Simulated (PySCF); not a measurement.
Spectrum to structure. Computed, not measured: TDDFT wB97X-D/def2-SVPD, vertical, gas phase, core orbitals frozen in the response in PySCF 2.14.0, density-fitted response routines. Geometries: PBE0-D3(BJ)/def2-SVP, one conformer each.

```csv
state,λ (nm),f
S1,210.7,0.0002
S2,192.1,0.0009
S3,189.2,0.0081
S4,185.9,0.014
S5,183.4,0.0017
S6,182.5,0.0004
S7,181.3,0.0025
S8,179.0,0.0090
S9,164.8,0.014
S10,161.7,0.0014
```

Question: Which candidate is it? All have the formula C6H11B.
A. `CC#CCB(C)C`
B. `C=C/C=C\B(C)C`
C. `CC=C=CB(C)C`
D. `C=CBC1CCC1`

Answer: A. Its S1, at 5.89 eV, is the highest among the candidates; the nearest of the others has S1 at 5.18 eV. S1 is HOMO→LUMO (87%), HOMO-3→LUMO (10%). Löwdin shares by element: HOMO carbon 83% or more (atoms not listed hold the other 17%); LUMO boron 42%, carbon 37% or more (atoms not listed hold the other 21%). At the same level the other candidates give, for their lowest levels:
- `C=CBC1CCC1`: 239 nm (f 0.005); 231 nm (f 0.002); 202 nm (f 0.441); 183 nm (f 0.001); 180 nm (f 0.002); T1 3.82 eV; HOMO -9.78, LUMO 0.13 eV
- `CC=C=CB(C)C`: 272 nm (f 0.000); 202 nm (f 0.309); 201 nm (f 0.089); 186 nm (f 0.002); 183 nm (f 0.002); T1 4.15 eV; HOMO -8.93, LUMO 0.66 eV
- `C=C/C=C\B(C)C`: 251 nm (f 0.586); 226 nm (f 0.000); 211 nm (f 0.039); 185 nm (f 0.091); 179 nm (f 0.019); T1 2.87 eV; HOMO -8.62, LUMO -0.02 eV

Conformer computed: `[CH3:1][C:2]#[C:3][CH2:4][B:5]([CH3:6])[CH3:7]`: C3–C4–B5–C6 8°.
Triplets come from the Tamm–Dancoff approximation.
